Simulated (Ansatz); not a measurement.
`CNC(C)=O` and `BNC(C)=O` differ in one atom or group.

Ansatz, PBE0-D4/def2-TZVP geometries, multiplicity 1. 

```tsv
property	`CNC(C)=O`
LUMO energy (ωB97M-V/def2-TZVPP) / eV	2.25
HOMO–LUMO gap (ωB97M-V/def2-TZVPP) / eV	11.88
HOMO–LUMO gap (PBE0/def2-TZVPP) / eV	8.10
LUMO energy (B3LYP/def2-TZVPP) / eV	0.50
LUMO energy (PBE0/def2-TZVPP) / eV	0.86
HOMO energy (B3LYP/def2-TZVPP) / eV	-6.98
```

(1) Give the same properties after the change, and the shifts. (Best estimate.)

Results:

(1) Computed: 
```
                               property  `BNC(C)=O`  shift
  LUMO energy (ωB97M-V/def2-TZVPP) / eV        0.86  -1.39
HOMO–LUMO gap (ωB97M-V/def2-TZVPP) / eV       11.10  -0.78
   HOMO–LUMO gap (PBE0/def2-TZVPP) / eV        6.64  -1.46
    LUMO energy (B3LYP/def2-TZVPP) / eV       -1.39  -1.89
     LUMO energy (PBE0/def2-TZVPP) / eV       -1.15  -2.01
    HOMO energy (B3LYP/def2-TZVPP) / eV       -7.54  -0.56
```

With PBE0 the HOMO falls by 0.56 eV and the LUMO falls by 2.01 eV, so the gap narrows by about 1.45 eV. PBE moves the HOMO by -0.57 eV and ωB97M-V by -0.61 eV.

B3LYP here is the variant with VWN-RPA as its local correlation; programs differ in this.
